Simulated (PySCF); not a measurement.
Ga(Me)(Cl) (CH₃ClGa), SMILES [CH3][Ga+][Cl], charge +1.

Coordinates come from a ωB97X-D3(BJ)/def2-TZVP optimisation. The multiplicity is an assumed one; other spin states were not compared. The isomer is the one that the SMILES or the coordinates give; other isomers of the formula were not compared.

Two levels are set side by side: PBE/def2-TZVPD (PySCF) and ωB97X/def2-TZVPD (PySCF). Same geometry, gas phase. Differences are taken from unrounded values.

```csv
quantity,ωB97X
orbital gap (eV),12.63
highest occupied level (eV),-17.81
lowest empty level (eV),-5.18
mean polarisability (bohr³),45.2
```

What does PBE give, and how far is it from ωB97X? (Estimate from the structure and the level; the computed values follow.)


| quantity | PBE | PBE minus ωB97X |
|---|---|---|
| orbital gap (eV) | 5.76 | -6.87 |
| highest occupied level (eV) | -13.97 | 3.84 |
| lowest empty level (eV) | -8.21 | -3.03 |
| mean polarisability (bohr³) | 47.5 | 2.3 |

PBE's occupied levels lie high since its potential decays too fast outside the molecule; exact exchange lowers them and widens the gap. Loosely held outer electrons make PBE densities more polarisable. Differences between two approximate levels are no errors against the true value.

Rough cost on one machine, each run with all the roots and properties that it gave: ωB97X against PBE within a factor of 2.
